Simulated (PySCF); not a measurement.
F2OTa (SMILES [O]=[Ta+]([F])[F]), charge +1, singlet, at a GFN2-xTB geometry (such geometries of metal compounds can be far from the true shape) (the multiplicity is a formal guess) (core potentials on Ta), with bond 3-1 at 1.3 times its length; BLYP/def2-SVP run with PySCF.

Here is a job for PySCF.
```python
from pyscf import gto, scf, dft

mol = gto.Mole()
mol.atom = '''
    Ta    0.111238    0.174881    0.068895
    O     1.320454   -0.965334   -0.491876
    F    -1.284116   -1.153288    1.610681
    F    -1.113889    0.286381   -1.376473
'''
mol.basis = 'def2-svp'
mol.ecp = {'Ta': 'def2-svp'}
mol.charge = 1
mol.spin = 0
mol.verbose = 4
mol.build()

mf = dft.RKS(mol)
mf.xc = 'blyp'
mf.diis = False
mf.max_cycle = 100
mf.kernel()
mf.analyze()
```

What does PySCF print? Leave out banner, timings and long lists.


```
PySCF version 2.14.0

[INPUT] verbose = 4
[INPUT] num. atoms = 4
[INPUT] num. electrons = 38
[INPUT] charge = 1
[INPUT] spin (= nelec alpha-beta = 2S) = 0
[INPUT] symmetry False subgroup None
[INPUT] Mole.unit = angstrom
[INPUT] Symbol           X                Y                Z      unit          X                Y                Z       unit  Magmom
[...]
nuclear repulsion = 126.606627526769
number of shells = 30
number of NR pGTOs = 129
number of NR cGTOs = 74
basis = def2-svp
ecp = {'Ta': 'def2-svp'}

******** <class 'pyscf.dft.rks.RKS'> ********
method = RKS
initial guess = minao
damping factor = 0
level_shift factor = 0
DIIS disabled
SCF conv_tol = 1e-09
SCF conv_tol_grad = None
SCF max_cycles = 100
direct_scf = True
direct_scf_tol = 1e-13
XC library pyscf.dft.libxc version 7.1.2
    S. Lehtola, C. Steigemann, M. J. T. Oliveira, and M. A. L. Marques,  SoftwareX 7, 1–5 (2018)
XC functionals = blyp
    A. D. Becke,  Phys. Rev. A 38, 3098 (1988)
    C. Lee, W. Yang, and R. G. Parr,  Phys. Rev. B 37, 785 (1988)
    B. Miehlich, A. Savin, H. Stoll, and H. Preuss,  Chem. Phys. Lett. 157, 200 (1989)
radial grids:
    Treutler-Ahlrichs [JCP 102, 346 (1995); DOI:10.1063/1.469408] (M4) radial grids

becke partition: Becke, JCP 88, 2547 (1988); DOI:10.1063/1.454033
pruning grids: <function nwchem_prune>
grids dens level: 3
symmetrized grids: False
atomic radii adjust function: <function treutler_atomic_radii_adjust>
small_rho_cutoff = 0
Set gradient conv threshold to 3.16228e-05
Initial guess from minao.
tot grids = 66616
init E= -318.957933234518
[...]
cycle= 1 E= -331.25083325778  delta_E= -12.3  |g|= 0.974  |ddm|= 7.87
[...]
cycle= 2 E= -315.896124543522  delta_E= 15.4  |g|= 5.98  |ddm|= 5.79
[...]
cycle= 3 E= -261.093441537565  delta_E= 54.8  |g|= 9.35  |ddm|= 20.2
[...]
cycle= 4 E= -268.721218888377  delta_E= -7.63  |g|= 7.95  |ddm|= 33.3
[...]
cycle= 5 E= -157.946932799537  delta_E=  111  |g|= 10.2  |ddm|= 31.3
[...]
cycle= 6 E= -262.527907933281  delta_E= -105  |g|= 9.45  |ddm|= 28.9
[...]
cycle= 7 E= -158.397311291885  delta_E=  104  |g|= 10.1  |ddm|= 28.9
[...]
cycle= 8 E= -262.574166235795  delta_E= -104  |g|= 9.45  |ddm|= 28.9
[...]
cycle= 9 E= -158.398038196665  delta_E=  104  |g|= 10.1  |ddm|= 28.9
[...]
cycle= 10 E= -262.574774205331  delta_E= -104  |g|= 9.45  |ddm|= 28.9
[...]
cycle= 11 E= -158.398010063582  delta_E=  104  |g|= 10.1  |ddm|= 28.9
[...]
cycle= 12 E= -262.574789904751  delta_E= -104  |g|= 9.45  |ddm|= 28.9
[...]
[...]
cycle= 77 E= -158.398008993776  delta_E=  104  |g|= 10.1  |ddm|= 28.9
[...]
cycle= 78 E= -262.574790441356  delta_E= -104  |g|= 9.45  |ddm|= 28.9
[...]
cycle= 79 E= -158.398008993776  delta_E=  104  |g|= 10.1  |ddm|= 28.9
[...]
cycle= 80 E= -262.574790441356  delta_E= -104  |g|= 9.45  |ddm|= 28.9
[...]
cycle= 81 E= -158.398008993775  delta_E=  104  |g|= 10.1  |ddm|= 28.9
[...]
cycle= 82 E= -262.574790441357  delta_E= -104  |g|= 9.45  |ddm|= 28.9
[...]
cycle= 83 E= -158.398008993777  delta_E=  104  |g|= 10.1  |ddm|= 28.9
[...]
cycle= 84 E= -262.574790441356  delta_E= -104  |g|= 9.45  |ddm|= 28.9
[...]
cycle= 85 E= -158.398008993776  delta_E=  104  |g|= 10.1  |ddm|= 28.9
[...]
cycle= 86 E= -262.574790441357  delta_E= -104  |g|= 9.45  |ddm|= 28.9
[...]
cycle= 87 E= -158.398008993776  delta_E=  104  |g|= 10.1  |ddm|= 28.9
[...]
cycle= 88 E= -262.574790441355  delta_E= -104  |g|= 9.45  |ddm|= 28.9
[...]
cycle= 89 E= -158.398008993776  delta_E=  104  |g|= 10.1  |ddm|= 28.9
[...]
cycle= 90 E= -262.574790441356  delta_E= -104  |g|= 9.45  |ddm|= 28.9
[...]
cycle= 91 E= -158.398008993775  delta_E=  104  |g|= 10.1  |ddm|= 28.9
[...]
cycle= 92 E= -262.574790441356  delta_E= -104  |g|= 9.45  |ddm|= 28.9
[...]
cycle= 93 E= -158.398008993776  delta_E=  104  |g|= 10.1  |ddm|= 28.9
[...]
cycle= 94 E= -262.574790441355  delta_E= -104  |g|= 9.45  |ddm|= 28.9
[...]
cycle= 95 E= -158.398008993776  delta_E=  104  |g|= 10.1  |ddm|= 28.9
[...]
cycle= 96 E= -262.574790441356  delta_E= -104  |g|= 9.45  |ddm|= 28.9
[...]
cycle= 97 E= -158.398008993776  delta_E=  104  |g|= 10.1  |ddm|= 28.9
[...]
cycle= 98 E= -262.574790441356  delta_E= -104  |g|= 9.45  |ddm|= 28.9
[...]
cycle= 99 E= -158.398008993776  delta_E=  104  |g|= 10.1  |ddm|= 28.9
[...]
cycle= 100 E= -262.574790441355  delta_E= -104  |g|= 9.45  |ddm|= 28.9
SCF not converged.
SCF energy = -262.574790441355
**** SCF Summaries ****
Total Energy =                        -262.574790441355219
Nuclear Repulsion Energy =             126.606627526769103
One-electron Energy =                 -712.967158726938578
Two-electron Energy =                  323.785740758814256
Two-electron Coulomb Energy =          362.421696621983585
DFT Exchange-Correlation Energy =      -38.635955863169322
HOMO-LUMO gap [eV] =                     3.291986270572698
**** MO energy ****
[...]
WARN: System has nonzero charge 1; the dipole moment is origin-dependent.
Location of origin: [0. 0. 0.]

Dipole moment(X, Y, Z, Debye): 13.16725, -91.67553, 87.71409
```

The run did not converge; its last values are not results.
